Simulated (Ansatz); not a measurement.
Reaction (isomerisation): `C[SiH]1CCO1` → `CC1(O)C[SiH2]1`

Program: Ansatz. Geometries: PBE0-D4/def2-TZVP. ΔE: electronic, gas phase. CBS: MP2 limit from def2 TZ/QZ plus the TZ coupled-cluster correction, frozen cores. DFT in def2-TZVPP. B3LYP here is the variant with VWN-RPA as its local correlation; programs differ in this. One conformer a species, not always the lowest.

`C[SiH]1CCO1`:

```xyz
13

C    -1.205   -1.557   -0.571
Si   -0.035   -0.580    0.489
C     1.190    0.598   -0.304
C     0.360    1.657    0.457
O    -0.663    0.849    1.084
H    -2.048   -1.917    0.025
H    -0.700   -2.432   -0.992
H    -1.598   -0.953   -1.391
H     0.500   -1.474    1.557
H     1.145    0.697   -1.389
H     2.231    0.534    0.008
H     0.935    2.182    1.225
H    -0.110    2.397   -0.196
```

`CC1(O)C[SiH2]1`:

Z-matrix (Å, degrees):
```
C
C 1 1.504
H 1 1.093 2 111.3
H 1 1.093 2 111.2 3 -119.8
H 1 1.096 2 110.0 3 120.1
O 2 1.407 1 114.0 3 -178.9
C 2 1.526 1 116.7 3 -47.5
Si 2 1.882 1 121.8 3 28.4
H 6 0.961 2 108.1 1 -70.6
H 7 1.086 2 116.5 1 0.6
H 7 1.086 2 113.9 1 -134.7
H 8 1.480 2 120.5 1 -3.9
H 8 1.478 2 119.2 1 149.8
```

Question: Is it downhill or uphill in electronic energy at CCSD(T)/CBS, and by how much? (Best estimate.)

Answer: Ansatz gave: Uphill: ΔE = +2.21 eV.

Question: What do these levels give: PBE0-D4, ωB97M-V, PBE, r2SCAN, PBE0, B3LYP, HF/def2-TZVPP, MP2/def2-TZVPP, CCSD/def2-TZVPP, HF/def2-QZVPP, HF/CBS(def2), MP2/CBS(def2)? (An estimate is asked.)

Answer: Computed: PBE0-D4 2.13, ωB97M-V 2.23, PBE 2.02, r2SCAN 2.15, PBE0 2.14, B3LYP 2.20, HF/def2-TZVPP 2.48, MP2/def2-TZVPP 2.24, CCSD/def2-TZVPP 2.27, HF/def2-QZVPP 2.49, HF/CBS(def2) 2.49, MP2/CBS(def2) 2.24 eV.

Largest T1 diagnostic among the species: 0.012.

From PBE to PBE0 (25 % exact exchange), in def2-TZVPP and without D4, ΔE moves by +0.12 eV. In def2-TZVPP, CCSD(T) changes the Hartree–Fock value by −0.27 eV (the triples alone add −0.05 eV) and MP2 by −0.24 eV.
